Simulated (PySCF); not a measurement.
Structure with atom numbers: `[NH2:1][P:2]([c:3]1[cH:4][cH:5][o:6][cH:7]1)[N:8]([SiH3:9])[SiH3:10]` (H(Xn): hydrogen on atom n).

Theoretical values (PySCF 2.14.0 with density-fitted response routines): GFN2-xTB geometry, PBE0/pcSseg-1 with gauge-including orbitals. No solvent, non-relativistic Hamiltonian, fast rotation and ring inversion assumed for equivalent nuclei, one conformer.

δ = σ(ref) − σ, references computed at the same level: 13C and 1H and 29Si against TMS; 15N vs NH3; 31P against H3PO4; H2O for 17O.

```csv
atoms,nucleus,count,Hirshfeld charge,δ (ppm)
H(C7),1H,1,0.06,?
C3,13C,1,-0.10,135.2
C4,13C,1,-0.09,119.5
H(C4),1H,1,0.06,6.87
P2,31P,1,0.23,74.8
O6,17O,1,-0.06,304.9
H(C5),1H,1,0.06,7.68
H(Si9)/H(Si10),1H,6,-0.08,4.72
N1,15N,1,-0.26,?
N8,15N,1,-0.31,?
H(N1),1H,2,0.12,0.54
Si9/Si10,29Si,2,0.32,?
C7,13C,1,0.01,147.1
C5,13C,1,0.01,149.3
```

Fill in the missing shifts.

Results:


- H(C7): 7.77 ppm, hydrogen on an aromatic CH next to the ring oxygen; the ring current deshields protons in the ring plane
- N1: 44.3 ppm, nitrogen bonded to P, 2 H
- N8: 29.1 ppm, nitrogen bonded to P, 2 Si
- Si9/Si10: -61.0 ppm, silicon bonded to N, 3 H

The OH or NH signal is concentration- and solvent-dependent in practice; the value given is the gas-phase one. Shifts are as computed. Against solution values, carbons near 30 ppm lie about +3 ppm off and those near 130 ppm about +5 ppm. Of 1211 compounds with measured shifts, 218 miss one by over three times the rms of a fit or turn the order of signals round; such compounds aren't used in these exercises. Unscaled 17O shifts of doubly bonded oxygen tend to come out too high, by tens of ppm or more. Experimental scales use liquid or dissolved standards, which lie at an offset from isolated NH3 (liquid NH3: subtract about 20 ppm) and H2O (liquid H2O: subtract about 36 ppm) and H3PO4.
